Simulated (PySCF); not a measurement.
## Diatomic cations of Rb with group 15

HF with double-zeta basis sets in PySCF, for the lowest determinant that a PBE0 search found; no spin–orbit coupling. De refers to high-spin ground-configuration atoms (the charge goes to the atom of lower measured ionisation energy or higher electron affinity, which is not always the lowest computed limit). A positive dipole points towards Rb; it is taken about the centre of mass and depends on that origin.

```tsv
M	basis	reference	charged atom	state (unpaired electrons)	Re (Å)	ωe (cm⁻¹)	De (eV)	μ (D)
P	def2-SVP	UHF	Rb+	quartet (σ ↑, π ↑↑)	3.945	54.1	0.10	4.13
As	def2-SVP	UHF	Rb+	quartet (σ ↑, π ↑↑)	4.073	37.9	0.09	8.11
Sb	def2-SVP	UHF	Rb+	quartet (σ ↑, π ↑↑)	4.321	30.6	0.09	10.89
Bi	def2-SVP	UHF	Rb+	quartet (σ ↑, π ↑↑)	4.393	27.5	n/a	13.58
```

The shortest bond is that of RbP⁺ (3.945 Å), the longest that of RbBi⁺ (4.393 Å).

Down a group the atoms grow and get heavier, so bonds lengthen and wavenumbers fall; this series shows no clear exception.

These are scalar-relativistic numbers at best; spin–orbit coupling would shift them, the dissociation energy most. For an ion De counts to the pair picked by the measured ionisation energies or electron affinities, which need not be the lowest pair at this level. Hartree–Fock leaves out correlation, which carries a large part of most bond energies and some tenths to 1 eV of ionisation energies. States were picked by a PBE0 search and need not be the measured ground states.
